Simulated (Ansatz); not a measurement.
The same path of BClGeH5NO (10 atoms, charge 0, multiplicity 1) was run twice with different band settings. The coordinate that changes most is the dihedral Cl3–B2–O4–Ge5.

Theory: Ansatz 0.2.0, RKS LDA/def2-SVP.

Relaxed end points:

```xyz
10
Properties=species:S:1:pos:R:3
N -0.408 1.208 0.960
B -0.963 -0.068 0.781
Cl -2.336 -0.535 1.806
O -0.526 -0.981 -0.121
Ge 0.915 -0.815 -1.156
H 0.340 1.581 0.370
H -0.785 1.867 1.643
H 0.669 -1.745 -2.355
H 2.150 -1.232 -0.330
H 1.028 0.669 -1.597
```

```xyz
10
Properties=species:S:1:pos:R:3
N -1.971 0.820 0.536
B -0.647 0.386 0.457
Cl 0.427 0.659 1.869
O -0.155 -0.227 -0.643
Ge 1.538 -0.799 -0.782
H -2.618 0.686 -0.244
H -2.356 1.284 1.358
H 1.577 -1.406 -2.197
H 1.799 -1.863 0.303
H 2.488 0.409 -0.654
```

Common settings: movable images 5; climbing image yes; optimiser quadratic models (default); start path IDPP; force threshold 0.03 eV/Å; iteration limit 60; end points relaxed.

| run | spring |
| --- | --- |
| 1 | 5.0 eV/Å² |
| 2 | 20.0 eV/Å² |

Problem. What does each run give, and how far can it be trusted?

Solution. Run 1: converged after 15 iterations, highest image 0.097 eV above the first end. A vibrational analysis at the climbing image gives one clearly imaginary mode, 68i cm⁻¹: a first-order saddle point.
Run 2: converged after 15 iterations, highest image 0.097 eV above the first end. Another band between the same ends (5 images) ends at a top of the same energy, where a vibrational analysis finds 1 clearly imaginary mode.
